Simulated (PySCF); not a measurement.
C₇H₉O (doublet state).
Structure used (GFN2-xTB), in Å, numbered top down from 1:
```
atom  x, y, z in Å
O1     3.1592    1.3754    0.4979
C2     2.5882    0.3177    0.4299
C3     1.1402    0.1360    0.2461
C4     0.3327    1.2588    0.1465
C5    -1.1363    1.1337   -0.0210
C6    -1.6385   -0.1917    0.5540
C7    -0.8392   -1.3636   -0.0182
C8     0.6198   -1.1455    0.1618
H9     3.1480   -0.6369    0.5085
H10    0.7881    2.2353    0.1729
H11   -1.6460    1.9742    0.4563
H12   -1.3795    1.1817   -1.0909
H13   -2.7004   -0.3191    0.3371
H14   -1.5122   -0.1765    1.6387
H15   -1.1445   -2.2992    0.4570
H16   -1.0595   -1.4652   -1.0896
H17    1.2728   -2.0030    0.2010
```

The hyperfine couplings belong to this conformer and change with its torsions.

The species is `O=CC1=CCCC[CH]1` [radical].

Computed, not measured: UKS B3LYP, pcH-1 on C H O, non-relativistic, mean-field spin-orbit, GIAO in PySCF 2.14.0. Isolated species at its GFN2-xTB geometry (one conformer only). Couplings are sensitive to structure, and on GFN2-xTB geometries they can be far from those on DFT ones. Stability of the SCF solution: not tested. ⟨S²⟩ is 0.781 where a pure state has 0.75.

The Mulliken spin populations are largest on C4 (+0.69), C8 (+0.64) and C3 (-0.24). The positive populations add up to 1.45 and the negative ones to -0.45, together 2S = 1. The angles at C4 add up to 360.0°, so it is planar; its axial dipolar tensor and the negative coupling of its proton fit spin in a p orbital normal to that plane.

**Question.** McConnell's relation a(H) = Q·ρ ties the coupling of a proton on a planar π carbon to the spin population of that carbon. What Q do the computed values give?

**Answer.** 
```
  H   C    ρ(C)  a(H) (G)  a/ρ (G)
H10  C4  +0.691    -15.81    -22.9
H17  C8  +0.635    -14.30    -22.5
```

A least-squares line through the origin gives Q = -22.7 G with Mulliken populations. In McConnell's picture π spin on carbon polarises the C–H bond and leaves opposite spin at the proton, which makes Q negative, as found here.

**Question.** How do the β-proton couplings of this frozen conformer go with θ, the angle between the C–H bond and the normal to the plane of the spin centre's three neighbours, both seen down the bond from centre to carbon?

**Answer.** 
```json
{"β H": "H11", "on": "C5", "centre": "C4", "θ (°)": "58", "cos²θ": "0.28", "a (G)": "+9.51"}
{"β H": "H12", "on": "C5", "centre": "C4", "θ (°)": "5", "cos²θ": "0.99", "a (G)": "+32.82"}
{"β H": "H15", "on": "C7", "centre": "C8", "θ (°)": "59", "cos²θ": "0.27", "a (G)": "+7.94"}
{"β H": "H16", "on": "C7", "centre": "C8", "θ (°)": "4", "cos²θ": "0.99", "a (G)": "+28.90"}
```

Fitting the Heller–McConnell form a = ρ(B0 + B2 cos²θ), with Mulliken ρ = 0.69 and 0.64, gives B0 = 0.2 G and B2 = 46.7 G; with only two distinct angles the two parameters are fixed exactly.

Couplings in gauss use g_iso = 2.0024.
